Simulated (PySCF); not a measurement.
A structure optimised at PBE-D3(BJ)/def2-SVP, used in a PySCF frequency run:

```xyz
12

C      2.2319     0.8224    -0.0279
Si     0.7723    -0.3027    -0.4135
N     -0.5849     0.5742    -1.2681
C     -1.5806     0.4308    -0.4468
Si    -1.0104    -0.5798     1.1097
H      2.6973     1.1757    -0.9710
H      1.9063     1.7062     0.5553
H      3.0023     0.2789     0.5560
H      1.2348    -1.4889    -1.2198
H     -2.5774     0.8708    -0.6981
H     -1.7007    -1.9040     1.3369
H     -1.0419     0.1780     2.4171
```

Problem. Write its SMILES and formula.

Solution. C[Si@@H]1N=C[SiH2]1, C2H7NSi2

Problem. What are its rotational constants (standard atomic weights)?

Solution. 5.0667, 2.4265, 1.9165 GHz
